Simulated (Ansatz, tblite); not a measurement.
Cost and result up the ladder for ZnH₂ (3 atoms). The state is a singlet with charge 0. Geometry: r2SCAN-D4/def2-TZVP.

```xyz
3

Zn    0.000    0.000    0.000
H     1.312    0.762   -0.210
H    -1.312   -0.762    0.210
```

Ansatz on 4 threads of Arm Neoverse V1 on a shared host; xTB runs through tblite on one thread. Times are rough, summed over both states, and most runs start from the orbitals of an earlier one. PBE0-D4/def2-TZVP serves as the yardstick here, not as an exact answer. The other state is a doublet.

The xTB rows come from tblite.

Run but left out: HF/def2-TZVPP, MP2/def2-TZVPP, CCSD/def2-TZVPP, CCSD(T)/def2-TZVPP (flagged by the program: other roots).

Raw xTB energies of ions are shifted by several eV.

```tsv
level	functions	vertical IE (eV)	difference from PBE0-D4/def2-TZVP (eV)
GFN2-xTB	6	15.10	4.46
r2SCAN-D4/def2-TZVP	60	10.65	0.01
GFN1-xTB	8	15.51	4.87
PBE-D4/def2-TZVP	60	10.56	-0.08
PBE0-D4/def2-TZVP (with forces)	60	10.64	0.00
```

Task: Estimate how long each takes.

Result: GFN2-xTB 0.002 s; GFN1-xTB 0.003 s; PBE-D4/def2-TZVP 0.75 s; PBE0-D4/def2-TZVP (with forces) 1.1 s; r2SCAN-D4/def2-TZVP 1.6 s. On shared hardware such times vary by a factor of up to 3.
